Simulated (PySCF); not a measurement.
# Two-component Hartree-Fock for Cr (chromium, neutral)

Start: [Ar] 3d4 4s1 4p1; 3d5/2 filled at m_j = -1/2, +1/2, +3/2, +5/2; 4s1/2 filled at m_j = +1/2; 4p3/2 filled at m_j = +3/2. Calculated with PySCF 2.14 in x2c-SVPall-2c with one added diffuse shell each of s, d type (6s5p4d1f, 48 functions): generalised Hartree-Fock with the X2C-1e Hamiltonian and a Gaussian nucleus; one run each with spin-orbit coupling (SO) switched off, then screened by Boettger's factors. This is a chosen level, not necessarily the ground level.

```csv
spinor shell,electrons,"ε, spin-free (eV)","ε, screened SO (eV)",weight of nominal j (screened SO),"rms radius, screened SO (bohr)"
1s1/2,2,-6045.4,-6045.4,1.000,0.0735
2s1/2,2,-728.60,-728.60,1.000,0.316
2p1/2,2,-610.11,-616.05,0.987,0.285
2p3/2,4,-610.11,-607.20,0.993,0.288
3s1/2,2,-96.341,-96.345,1.000,0.965
3p3/2,4,-61.168,-61.483,0.833,1.05
3p1/2,2,-61.168,-60.561,0.666,1.04
3d5/2,4,-14.959,-14.953,0.693,1.43
4s1/2,1,-8.565,-8.566,0.998,3.44
4p3/2,1,-4.168,-4.143,1.000,3.32
```

| quantity | spin-free | screened SO |
| --- | --- | --- |
| E (hartree) | -1049.39165 | -1049.39773 |
| M_J | 6 | 6 |
| ⟨J²⟩ | 42.014 | 42.014 |
| ⟨L²⟩ | 12.014 | 12.017 |
| ⟨S²⟩ | 12.000 | 11.999 |

Each row is a mean over spinors that exchange with the open shell spreads, by up to 12.600 eV (3p3/2).

Rows whose weight is well below 1 are mixtures of j = l ± 1/2: exchange outweighs spin-orbit coupling there, and the label is only the starting occupation.

Without spin-orbit coupling the j labels of p, d and f shells carry no meaning; the spin-free column gives the mean over the occupied spinors of each nl shell.
